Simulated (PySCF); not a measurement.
Molfile (atoms numbered from 1):
```
C6H11O2P
     RDKit          3D

 20 20  0  0  0  0  0  0  0  0999 V2000
   -2.5744    0.3726   -0.9139 C   0  0  0  0  0  0  0  0  0  0  0  0
   -1.7232   -0.4301    0.4551 P   0  0  1  0  0  5  0  0  0  0  0  0
   -2.1992   -0.0639    1.8185 O   0  0  0  0  0  0  0  0  0  0  0  0
   -1.9304   -2.0032    0.0562 O   0  0  0  0  0  0  0  0  0  0  0  0
    0.0334   -0.1307    0.2398 C   0  0  0  0  0  0  0  0  0  0  0  0
    0.9246   -0.9963   -0.2661 C   0  0  0  0  0  0  0  0  0  0  0  0
    2.3276   -0.4713   -0.1630 C   0  0  0  0  0  0  0  0  0  0  0  0
    2.1182    1.0179    0.1610 C   0  0  0  0  0  0  0  0  0  0  0  0
    0.7116    1.1068    0.7763 C   0  0  0  0  0  0  0  0  0  0  0  0
   -2.3665    1.4514   -0.8763 H   0  0  0  0  0  0  0  0  0  0  0  0
   -3.6554    0.2145   -0.7909 H   0  0  0  0  0  0  0  0  0  0  0  0
   -2.2415   -0.0368   -1.8774 H   0  0  0  0  0  0  0  0  0  0  0  0
   -1.8857   -2.5384    0.8595 H   0  0  0  0  0  0  0  0  0  0  0  0
    0.6683   -1.9849   -0.6559 H   0  0  0  0  0  0  0  0  0  0  0  0
    2.9215   -0.6378   -1.0763 H   0  0  0  0  0  0  0  0  0  0  0  0
    2.8599   -1.0028    0.6488 H   0  0  0  0  0  0  0  0  0  0  0  0
    2.1361    1.5939   -0.7780 H   0  0  0  0  0  0  0  0  0  0  0  0
    2.9012    1.4343    0.8111 H   0  0  0  0  0  0  0  0  0  0  0  0
    0.1877    2.0409    0.5171 H   0  0  0  0  0  0  0  0  0  0  0  0
    0.7208    1.0596    1.8797 H   0  0  0  0  0  0  0  0  0  0  0  0
  1  2  1  0
  2  3  2  0
  2  4  1  6
  2  5  1  0
  5  6  2  0
  6  7  1  0
  7  8  1  0
  8  9  1  0
  9  5  1  0
  1 10  1  0
  1 11  1  0
  1 12  1  0
  4 13  1  0
  6 14  1  0
  7 15  1  0
  7 16  1  0
  8 17  1  0
  8 18  1  0
  9 19  1  0
  9 20  1  0
M  END
```

Geometry: PBE0-D3(BJ)/def2-SVP; GIAO shifts from PySCF 2.14.0 with density-fitted response routines, gas phase, non-relativistic, averaged over equivalent atoms.

At PBE0/pcSseg-1 (215 basis functions, 48 s wall time on 1 thread of an Arm Neoverse V1, shared host):
```csv
atoms,δ (ppm)
C6,151.3
C5,149.2
C7,36.8
C9,35.7
C8,27.1
C1,17.3
P2,24.0
O3,164.6
O4,114.3
H14,6.49
H20,2.67
H16,2.41
H15,2.36
H19,2.29
H13,2.27
H18,1.94
H17,1.68
H10/H11/H12,1.31
```

Referencing at the same level of theory: 13C (184.41 ppm), 1H (31.27 ppm) against TMS; H3PO4 for 31P (310.13 ppm); 17O (334.56 ppm) against H2O.

**Question.** Estimate the result of repeating the calculation with KT2/pcSseg-1.

**Answer.** 
```
      atoms  δ at KT2/pcSseg-1  change
         C6              138.7   -12.6
         C5              139.7    -9.5
         C7               37.4    +0.6
         C9               36.4    +0.7
         C8               27.8    +0.7
         C1               17.1    -0.2
         P2               20.9    -3.1
         O3              179.8   +15.2
         O4              121.8    +7.5
        H14               6.29   -0.20
        H20               2.70   +0.03
        H16               2.47   +0.06
        H15               2.44   +0.08
        H19               2.37   +0.08
        H13               2.07   -0.20
        H18               2.00   +0.06
        H17               1.64   -0.04
H10/H11/H12               1.30   -0.01
```

Referencing at the same level of theory: 13C (183.22 ppm), 1H (31.18 ppm) against TMS; H3PO4 for 31P (325.43 ppm); 17O (330.66 ppm) against H2O.

The largest change is at O3 (P=O oxygen). Cost: 215 basis functions, 60 s wall time on 1 thread of an Arm Neoverse V1, shared host. The order of the carbon signals changes between the two levels.

Experimental scales use liquid or dissolved standards, which lie at an offset from isolated H2O (liquid H2O: subtract about 36 ppm) and H3PO4.
